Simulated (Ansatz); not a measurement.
`[SiH3][SiH2][C]1=C[CH2][Ga]1[Cl]`, charge 0, multiplicity 1.

(1) Give a relaxed structure at PBE0-D4/def2-TZVP (Ansatz). (Best estimate.)

Results:

(1) Ansatz gave: 
Cartesian coordinates in Å:
```
Si -2.681 0.403 -0.833
Si -0.549 -0.236 -1.562
C 0.588 -0.263 -0.106
C 1.641 0.534 0.176
C 2.342 0.270 1.493
Ga 0.932 -1.145 1.619
Cl 0.200 -2.712 2.870
H -3.677 0.345 -1.936
H -2.642 1.792 -0.300
H -3.130 -0.502 0.261
H -0.068 0.709 -2.612
H -0.632 -1.597 -2.160
H 1.992 1.328 -0.490
H 3.386 -0.034 1.387
H 2.299 1.108 2.193
```
This is one stationary point; other conformers may exist.
